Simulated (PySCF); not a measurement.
A side-by-side comparison of computed properties.

First species: C9H7OP.
InChI=1S/C9H7OP/c1-3-8-5-4-6-11-9(8)7(2)10/h1,4-6H,2H3

Second species: C5H11F3NP.
Atom-mapped SMILES: `[CH3:1][CH2:2][CH2:3][P@@:4]([CH3:5])(=[NH:6])[C:7]([F:8])([F:9])[F:10]` (hydrogens: H11, H12, H13 on C1; H14, H15 on C2; H16, H17 on C3; H18, H19, H20 on C5; H21 on N6)

Levels: PBE0/pcSseg-1 for dipole moment, HOMO energy, LUMO energy and HOMO–LUMO gap; GFN2-xTB for rotational constant A and rotational constant C. Geometries: GFN2-xTB. Each species is one conformer at its optimised geometry, gas phase, non-relativistic unless stated. Electronic properties by PySCF.

The conformers computed, where there is a choice (atom-mapped SMILES and torsion angles):
- `[CH:1]#[C:2][c:3]1[cH:4][cH:5][cH:6][p:7][c:8]1[C:9]([CH3:10])=[O:11]`: P7–C8–C9–C10 20°
- `[CH3:1][CH2:2][CH2:3][P@@:4]([CH3:5])(=[NH:6])[C:7]([F:8])([F:9])[F:10]`: C1–C2–C3–P4 172°, C2–C3–P4–C5 178°, C3–P4–C7–F8 47°

Task: Which of the two has the higher rotational constant C, and by how much?

Result: The second: 0.703 GHz against 0.586 GHz, a difference of 0.117 GHz.

Task: Which has the higher dipole moment?

Result: The second: 2.91 D against 2.80 D, a difference of 0.11 D.

Task: Which has the higher rotational constant A?

Result: The second: 1.481 GHz against 1.298 GHz, a difference of 0.183 GHz.

Task: Which has the higher LUMO energy?

Result: The second: 1.03 eV against -2.37 eV, a difference of 3.40 eV.

Task: Which has the higher HOMO–LUMO gap?

Result: The second: 7.95 eV against 4.67 eV, a difference of 3.28 eV.

Task: Which has the higher HOMO energy?

Result: The second: -6.92 eV against -7.04 eV, a difference of 0.12 eV.

On the first: A dipole of 2.80 D is allowed in C1, and pure rotational transitions are dipole-allowed. The dipole equals about 9.3 × 10⁻³⁰ C·m (1 D = 3.33564 × 10⁻³⁰ C·m).

On the second: The dipole equals about 9.7 × 10⁻³⁰ C·m (1 D = 3.33564 × 10⁻³⁰ C·m).
